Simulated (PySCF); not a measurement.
Computed IR spectrum (relative IR intensity) of a molecule C3H14Si3. Coordinates come from a PBE-D3(BJ)/def2-SVP optimisation. Other conformers were not sampled. Level of theory: PBE-D3(BJ)/def2-SVP run with PySCF. Frequencies are harmonic and unscaled.

Lines under 2 % of the strongest are left out, and lines within 2 cm⁻¹ are merged.

| ν (cm⁻¹) | relative intensity |
|---|---|
| 368 | 4.2 |
| 490 | 4.6 |
| 539 | 2.4 |
| 577 | 5.1 |
| 627 | 8.1 |
| 695 | 5.3 |
| 722 | 16 |
| 737 | 100 |
| 805 | 24 |
| 842 | 32 |
| 885 | 21 |
| 890 | 39 |
| 901 | 2.8 |
| 904 | 11 |
| 908 | 4.1 |
| 912 | 29 |
| 919 | 11 |
| 972 | 2.5 |
| 1036 | 3.0 |
| 1053 | 3.6 |
| 1412 | 2.3 |
| 2133 | 21 |
| 2143 | 19 |
| 2146 | 4.4 |
| 2155 | 18 |
| 2158 | 48 |
| 2162 | 71 |
| 2170 | 37 |
| 2943 | 7.0 |
| 2951 | 10 |
| 2998 | 2.5 |
| 3034 | 6.7 |
| 3046 | 6.5 |

Task: Pick the molecule that these values belong to.
(A) C[C@@H]([SiH3])[Si@@H](C)[SiH3]
(B) C[C@H](C[SiH3])[SiH2][SiH3]
(C) C[SiH2][SiH2][SiH](C)C
(D) CC[Si@H]([SiH3])C[SiH3]

Result: B, C[C@H](C[SiH3])[SiH2][SiH3]
